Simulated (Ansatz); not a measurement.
Reaction (cleavage of the As–B bond): `FB[AsH2]` + `N[SiH3]` → `[SiH3]N[AsH2]` + `BF`

Calculated with Ansatz (gas phase, PBE0-D4/def2-TZVP geometries, no zero-point term in ΔE). CCSD(T)/CBS adds triple-zeta CCSD(T) − MP2 to the extrapolated MP2 energy (def2 sets, frozen cores). This one scheme is used for every species. DFT in def2-TZVPP. B3LYP here is the variant with VWN-RPA as its local correlation; programs differ in this. HSE06 is defined as in plane-wave codes. For As outer-core shells are correlated without core-valence functions, which leaves a few kJ/mol of doubt a bond. Scalar relativity is left out up to krypton.

`FB[AsH2]`:

Cartesian coordinates in Å:
```
F 1.802 0.603 0.111
B 0.807 -0.237 0.320
As -1.107 0.438 0.315
H 1.083 -1.367 0.610
H -1.636 -0.761 -0.450
H -0.950 1.324 -0.906
```

`N[SiH3]`:

Cartesian coordinates in Å:
```
N 0.490 0.232 -0.919
Si -0.294 -0.250 0.535
H 1.432 0.587 -0.882
H -0.038 0.699 -1.638
H 0.631 -1.143 1.278
H -0.687 0.854 1.462
H -1.535 -0.978 0.164
```

`[SiH3]N[AsH2]`:

```xyz
9

Si    0.028   -0.168   -1.175
N     0.829    0.044    0.333
As    0.006    0.279    1.968
H    -0.814   -1.398   -1.212
H     1.060   -0.258   -2.243
H    -0.871    0.988   -1.426
H     1.803   -0.191    0.419
H    -0.905    1.431    1.547
H    -1.136   -0.727    1.789
```

`BF`:

Z-matrix (Å, degrees):
```
B
F 1 1.317
H 1 1.197 2 117.8
H 1 1.198 2 117.8 3 -180.0
```

**Question.** Is it downhill or uphill in electronic energy at CCSD(T)/CBS, and by how much? (Estimate.)

**Answer.** The calculation gave: Uphill: ΔE = +44.3 kJ/mol.

**Question.** What do these levels give: revPBE-D4, BLYP-D4, r2SCAN-D4, B3LYP-D4, r2SCANh-D4, B2PLYP, HSE06, HF/def2-SVP, CCSD/def2-SVP, MP2/def2-TZVPP, HF/CBS(def2), CCSD/CBS(def2)? (Estimate.)

**Answer.** Computed: revPBE-D4 46.9, BLYP-D4 38.8, r2SCAN-D4 52.4, B3LYP-D4 39.4, r2SCANh-D4 51.8, B2PLYP 42.3, HSE06 53.8, HF/def2-SVP 34.3, CCSD/def2-SVP 40.4, MP2/def2-TZVPP 39.5, HF/CBS(def2) 30.7, CCSD/CBS(def2) 43.8 kJ/mol.

Largest T1 diagnostic among the species: 0.013.

The D4 term adds −6.4 kJ/mol with B3LYP and −3.5 kJ/mol with PBE0; it sums over pairs of atoms, weighted by their polarisabilities, and B3LYP, whose exchange is more repulsive, gets the larger term. In def2-TZVPP, CCSD(T) changes the Hartree–Fock value by +8.8 kJ/mol (the triples alone add +0.5 kJ/mol) and MP2 by +6.8 kJ/mol.
